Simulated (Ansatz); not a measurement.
Start from `O[Si](F)([SiH3])[SiH3]` and change one atom or group to get `C[Si](O)(F)[SiH3]`.

Ansatz, PBE0-D4/def2-TZVP geometries, multiplicity 1. Each molecule was computed in one conformer, which needn't be the lowest.

```tsv
property	`O[Si](F)([SiH3])[SiH3]`
HOMO–LUMO gap (ωB97M-V/def2-TZVPP) / eV	10.50
LUMO energy (PBE/def2-TZVPP) / eV	-1.61
HOMO energy (ωB97M-V/def2-TZVPP) / eV	-9.57
HOMO–LUMO gap (B3LYP/def2-TZVPP) / eV	6.46
LUMO energy (B3LYP/def2-TZVPP) / eV	-0.96
ideal-gas entropy at 298 K and 1 bar (rigid rotor, harmonic PBE0-D4/def2-TZVP) / J/(mol·K)	405
```

Problem. What does the change do to each property? (Best estimate.)

Solution. The calculation gave: 
```
                                                                                  property  `C[Si](O)(F)[SiH3]`  shift
                                                   HOMO–LUMO gap (ωB97M-V/def2-TZVPP) / eV                11.98   1.48
                                                         LUMO energy (PBE/def2-TZVPP) / eV                -0.68   0.93
                                                     HOMO energy (ωB97M-V/def2-TZVPP) / eV               -10.10  -0.53
                                                     HOMO–LUMO gap (B3LYP/def2-TZVPP) / eV                 7.80   1.34
                                                       LUMO energy (B3LYP/def2-TZVPP) / eV                -0.04   0.92
ideal-gas entropy at 298 K and 1 bar (rigid rotor, harmonic PBE0-D4/def2-TZVP) / J/(mol·K)                  378    -27
```

With PBE0 the HOMO falls by 0.42 eV and the LUMO rises by 0.99 eV, so the gap widens by about 1.41 eV. PBE moves the HOMO by -0.31 eV and ωB97M-V by -0.53 eV.

Positive LUMOs are unbound, so they and the gaps depend on the basis.

B3LYP here is the variant with VWN-RPA as its local correlation; programs differ in this.
